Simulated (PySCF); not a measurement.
A structure optimised at PBE0-D3(BJ)/def2-SVP, used in a PySCF frequency run:

```
W
C 1 2.0769
H 2 1.1062 1 118.02
H 2 1.1062 3 109.00 1 138.26
H 2 1.1167 3 107.49 4 116.21
C 1 2.0769 2 111.42 3 -53.89
H 6 1.1062 1 118.02 2 -53.89
H 6 1.1062 7 109.00 1 138.26
H 6 1.1167 7 107.49 8 116.21
C 1 2.0769 2 111.42 3 -171.60
H 10 1.1062 1 118.02 2 53.89
H 10 1.1062 11 109.00 1 -138.26
H 10 1.1167 11 107.49 12 -116.21
C 1 2.0769 2 105.65 3 67.26
H 14 1.1062 1 118.02 2 -67.26
H 14 1.1062 15 109.00 1 -138.26
H 14 1.1167 15 107.49 16 -116.21
```
Charge 0, spin multiplicity 1.

### Question
Write its SMILES, formula and point group.

### Answer
[CH3][W]([CH3])([CH3])[CH3], C4H12W, D2d

### Question
What are its rotational constants (standard atomic weights)?

### Answer
2.6781, 2.5402, 2.5402 GHz
